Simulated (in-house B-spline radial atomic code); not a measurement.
Radial electron density of B, [He] 2s2 2p1. Computed with a B-spline radial code for spherical atoms: non-relativistic B97-1, spin-polarised, spherical fractional occupations, point nucleus.

Caution: exact exchange at fractional occupations of open shells leaves self-interaction of up to several eV.

Columns: r (bohr), 4πr²n(r) (electrons per bohr), bar.

```
  0.0124   0.1237 #
  0.0146   0.1677 #
  0.0172   0.2268 ##
  0.0202   0.3035 ###
  0.0238   0.4064 ####
  0.0279   0.5361 #####
  0.0329   0.7091 ######
  0.0386   0.9222 ########
  0.0454    1.192 ##########
  0.0534    1.523 #############
  0.0628    1.919 #################
  0.0739     2.38 #####################
  0.0869    2.895 #########################
   0.102    3.437 ##############################
    0.12    3.987 ##################################
   0.141    4.485 #######################################
   0.166    4.876 ##########################################
   0.195    5.086 ############################################
    0.23    5.059 ############################################
    0.27    4.765 #########################################
   0.317    4.218 ####################################
   0.373    3.469 ##############################
   0.439     2.64 #######################
   0.516     1.88 ################
   0.607    1.304 ###########
   0.714   0.9897 #########
   0.839   0.9372 ########
   0.987    1.073 #########
    1.16     1.28 ###########
    1.36     1.44 ############
     1.6    1.472 #############
    1.89    1.336 ############
    2.22     1.08 #########
    2.61   0.7726 #######
    3.07   0.4875 ####
    3.61     0.27 ##
    4.24   0.1312 #
    4.99  0.05536 
    5.86  0.02116 
    6.89 0.007246 
    8.11 0.002127
```

On this grid the curve has 2 maxima, near 0.195, 1.6 bohr.

The 2s down radial function P(r) = rR(r), positive near the nucleus:

```
r (bohr)         P
   0.004   0.01729
 0.00553   0.02372
 0.00765   0.03247
  0.0106   0.04432
  0.0146   0.05983
  0.0202   0.08045
  0.0279    0.1068
  0.0386    0.1399
  0.0534    0.1792
  0.0739    0.2227
   0.102    0.2642
   0.141    0.2937
   0.195     0.294
    0.27    0.2429
   0.373    0.1207
   0.516     -0.08
   0.714    -0.334
   0.987   -0.5757
    1.36    -0.718
    1.89   -0.6869
    2.61   -0.5065
    3.61    -0.282
    4.99   -0.1042
    6.89  -0.02108
```
